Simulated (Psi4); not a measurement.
CAlCl2NO (SMILES O=C=[N][Al]([Cl])[Cl]), singlet, at a GFN2-xTB geometry (such geometries of metal compounds can be far from the true shape); B3LYP/def2-QZVPP (Psi4 1.11).

Input for Psi4:
```
memory 2 GB

molecule mol {
0 1
  Al   -0.418228    0.200266   -0.170894
  Cl   -2.022512   -1.019092   -0.224611
  Cl   -0.307011    2.134568   -0.727266
  N     1.098939   -0.526220    0.449043
  C     2.109666   -1.010200    0.862041
  O     3.086037   -1.477728    1.261000
}

set basis def2-qzvpp
set reference rks

energy('b3lyp')
print_variables()
```

The log (banner, timings and long lists left out):

```
   => Loading Basis Set <=

    Name: DEF2-QZVPP
    Role: ORBITAL
    Keyword: BASIS

         ---------------------------------------------------------
                                   SCF
               by Justin Turney, Rob Parrish, Andy Simmonett
                          and Daniel G. A. Smith
                              RKS Reference
         ---------------------------------------------------------

  ==> Geometry <==

    Molecular point group: c1
    Full point group: C1

    Geometry (in Angstrom), charge = 0, multiplicity = 1:

       Center              X                  Y                   Z               Mass
    ------------   -----------------  -----------------  -----------------  -----------------
         AL          -0.398937614042     0.191029061625    -0.163011839417    26.981538530000
         CL          -2.003221614042    -1.028328938375    -0.216728839417    34.968852682000
         CL          -0.287720614042     2.125331061625    -0.719383839417    34.968852682000
         N            1.118229385958    -0.535456938375     0.456925160583    14.003074004430
         C            2.128956385958    -1.019436938375     0.869923160583    12.000000000000
         O            3.105327385958    -1.486964938375     1.268882160583    15.994914619570

  Running in c1 symmetry.

  Rotational constants: A =      0.07337  B =      0.03747  C =      0.02480 [cm^-1]
  Rotational constants: A =   2199.53837  B =   1123.38255  C =    743.59971 [MHz]
  Nuclear repulsion =  356.634821257562919

  Charge       = 0
  Multiplicity = 1
  Electrons    = 68
  Nalpha       = 34
  Nbeta        = 34

  ==> Algorithm <==

  SCF Algorithm Type is DF.
  DIIS enabled.
  MOM disabled.
  Fractional occupation disabled.
  Guess Type is SAD.
  Energy threshold   = 1.00e-06
  Density threshold  = 1.00e-06
  Integral threshold = 1.00e-12

  ==> Primary Basis <==

  Basis Set: DEF2-QZVPP
    Blend: DEF2-QZVPP
    Number of shells: 117
    Number of basis functions: 381
    Number of Cartesian functions: 474
    Spherical Harmonics?: true
    Max angular momentum: 4

  ==> DFT Potential <==

   => LibXC <=

    Version 7.1.2
    S. Lehtola, C. Steigemann, M. J. T. Oliveira, and M. A. L. Marques,  SoftwareX 7, 1–5 (2018) (10.1016/j.softx.2017.11.002)

   => Composite Functional: B3LYP <=

    B3LYP Hyb-GGA Exchange-Correlation Functional

    P. J. Stephens, F. J. Devlin, C. F. Chabalowski, and M. J. Frisch,  J. Phys. Chem. 98, 11623 (1994) (10.1021/j100096a001)

    Deriv               =              1
    GGA                 =           TRUE
    Meta                =          FALSE

    Exchange Hybrid     =           TRUE
    MP2 Hybrid          =          FALSE

   => Exchange Functionals <=

    0.0800   Slater exchange
    0.7200         Becke 88

   => Exact (HF) Exchange <=

    0.2000               HF

   => Correlation Functionals <=

    0.1900   Vosko, Wilk & Nusair (VWN5_RPA)
    0.8100   Lee, Yang & Parr

   => LibXC Density Thresholds  <==

    XC_HYB_GGA_XC_B3LYP:  1.00E-15

   => Molecular Quadrature <=

    Radial Scheme          =       TREUTLER
    Pruning Scheme         =           NONE
    Nuclear Scheme         =       TREUTLER

    Blocking Scheme        =         OCTREE
    BS radius alpha        =              1
    Pruning alpha          =              1
    Radial Points          =             75
    Spherical Points       =            302
    Total Points           =         130572
    Total Blocks           =           1074
    Max Points             =            256
    Max Functions          =            316
    Weights Tolerance      =       1.00E-15

   => Loading Basis Set <=

    Name: (DEF2-QZVPP AUX)
    Role: JKFIT
    Keyword: DF_BASIS_SCF

  ==> Integral Setup <==

  SCF_SUBTYPE=INCORE selected. In-core MEM_DF algorithm will be used.
  Using in-core AOs.

  ==> MemDFJK: Density-Fitted J/K Matrices <==

    J tasked:                   Yes
    K tasked:                   Yes
    wK tasked:                   No
    Algorithm:                 Core
    Schwarz Cutoff:           1E-12
    Mask sparsity (%):      14.3138
    Fitting Condition:        1E-10

   => Auxiliary Basis Set <=

  Basis Set: (DEF2-QZVPP AUX)
    Blend: DEF2-UNIVERSAL-JKFIT
    Number of shells: 189
    Number of basis functions: 613
    Number of Cartesian functions: 740
    Spherical Harmonics?: true
    Max angular momentum: 4

  Minimum eigenvalue in the overlap matrix is 4.0994282690E-05.
  Reciprocal condition number of the overlap matrix is 5.6542525961E-06.
    Using symmetric orthogonalization.

  ==> Pre-Iterations <==

  SCF Guess: Superposition of Atomic Densities via on-the-fly atomic UHF (no occupation information).

   -------------------------
    Irrep   Nso     Nmo
   -------------------------
     A        381     381
   -------------------------
    Total     381     381
   -------------------------

  ==> Iterations <==

                           Total Energy        Delta E     RMS |[F,P]|

   @DF-RKS iter SAD: -1330.74933084373333   -1.33075e+03   0.00000e+00
   @DF-RKS iter   1: -1330.93420839995747   -1.84878e-01   2.75409e-03 ADIIS/DIIS
   @DF-RKS iter   2: -1330.50309074561551    4.31118e-01   3.49047e-03 ADIIS/DIIS
   @DF-RKS iter   3: -1331.25305595073587   -7.49965e-01   1.03719e-03 ADIIS/DIIS
   @DF-RKS iter   4: -1331.31011090718357   -5.70550e-02   3.91518e-04 ADIIS/DIIS
   @DF-RKS iter   5: -1331.31611955759195   -6.00865e-03   1.67084e-04 ADIIS/DIIS
   @DF-RKS iter   6: -1331.31754877995718   -1.42922e-03   2.59121e-05 DIIS
   @DF-RKS iter   7: -1331.31758351079543   -3.47308e-05   6.57612e-06 DIIS
   @DF-RKS iter   8: -1331.31758627375370   -2.76296e-06   1.58362e-06 DIIS
   @DF-RKS iter   9: -1331.31758641958641   -1.45833e-07   3.63607e-07 DIIS
  Energy and wave function converged.

  ==> Post-Iterations <==

   Electrons on quadrature grid:
      Ntotal   =   68.0000126427 ; deviation = 1.264e-05

    Orbital Energies [Eh]
    ---------------------

    Doubly Occupied:

[...]
      34A     -0.313123

    Virtual:

[...]
    Final Occupation by Irrep:
              A
    DOCC [    34 ]
    NA   [    34 ]
    NB   [    34 ]

  @DF-RKS Final Energy: -1331.31758641958641

   => Energetics <=

    Nuclear Repulsion Energy =            356.6348212575629191
    One-Electron Energy =               -2547.4332264272070461
    Two-Electron Energy =                 937.1066048037480414
    DFT Exchange-Correlation Energy =     -77.6257860536906037
    Empirical Dispersion Energy =           0.0000000000000000
    VV10 Nonlocal Energy =                  0.0000000000000000
    Total Energy =                      -1331.3175864195864051

Computation Completed

Properties will be evaluated at   0.000000,   0.000000,   0.000000 [a0]

Properties computed using the SCF density matrix

 Multipole Moments:

 ------------------------------------------------------------------------------------
     Multipole            Electronic (a.u.)      Nuclear  (a.u.)        Total (a.u.)
 ------------------------------------------------------------------------------------

 L = 1.  Multiply by 2.5417464519 to convert [e a0] to [Debye]
 Dipole X            :         -3.0584383            2.4788600           -0.5795783
 Dipole Y            :          1.4645149           -1.1869858            0.2775292
 Dipole Z            :         -1.2497233            1.0128987           -0.2368245
 Magnitude           :                                                    0.6848498

 ------------------------------------------------------------------------------------

  Variable Map:
  ----------------------------------------------------------------------------
[...]
  Array Variable Map:
  ----------------------------------------------------------------------------
[...]
[...]
```
